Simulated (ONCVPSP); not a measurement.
Debugging a pseudopotential input (antimony, ONCVPSP 4.0.1)

Command:

```bash
oncvpspr.x < Sb.dat > Sb.out
```

Input:

```
# ATOM AND REFERENCE CONFIGURATION
# atsym  z   nc   nv     iexc    psfile
  Sb 51.00    6    5  -116133      upf
#
#   n    l    f
    1    0    2.00
    2    0    2.00
    2    1    6.00
    3    0    2.00
    3    1    6.00
    3    2   10.00
    4    0    2.00
    4    1    6.00
    4    2   10.00
    5    0    2.00
    5    1    3.00
#
# PSEUDOPOTENTIAL AND OPTIMIZATION
# lmax
    2
#
#   l,   rc,      ep,       ncon, nbas, qcut
    0    1.20    0.00    5    5    8.00
    1    1.45    0.00    4    7    7.70
    2    1.05    0.00    4    7   10.10
#
# LOCAL POTENTIAL
# lloc, lpopt,  rc(5),   dvloc0
    4    5    0.75    0.00
#
# VANDERBILT-KLEINMAN-BYLANDER PROJECTORs
# l, nproj, debl
    0    2    2.70
    1    2    0.30
    2    3    3.70
#
# MODEL CORE CHARGE
# icmod, fcfact, rcfact
    3    5.25    1.40
#
# LOG DERIVATIVE ANALYSIS
# epsh1, epsh2, depsh
   -7.00    5.00    0.04
#
# OUTPUT GRID
# rlmax, drl
    6.00    0.01
#
# TEST CONFIGURATIONS
# ncnf
    4
# nvcnf
#   n    l    f
    5
    4    0    2.00
    4    1    6.00
    4    2   10.00
    5    0    2.00
    5    1    2.00
#
    5
    4    0    2.00
    4    1    6.00
    4    2   10.00
    5    0    2.00
    5    1    1.00
#
    5
    4    0    2.00
    4    1    6.00
    4    2   10.00
    5    0    2.00
    5    1    0.00
#
    5
    4    0    2.00
    4    1    5.00
    4    2   10.00
    5    0    2.00
    5    1    3.00
#
```

This is an input that runs to its end, with one change: nbas of l = 0 set to 5. The unchanged file is no sound one. Note: no bound ghost flagged; GHOST(+) flagged for s at 94.7 eV.

Q: How does the run end?

A: The program refuses the input: "test_data: must have ncon+3 <= nbas <= ncon+5, l= 0".

```
ONCVPSP  (Optimized Norm-Conservinng Vanderbilt PSeudopotential)
relativistic version 4.0.1

test_data: must have ncon+3 <= nbas <= ncon+5, l=   0
 for nproj=2
ERROR: test_data found   1 ERROR; stopping
```
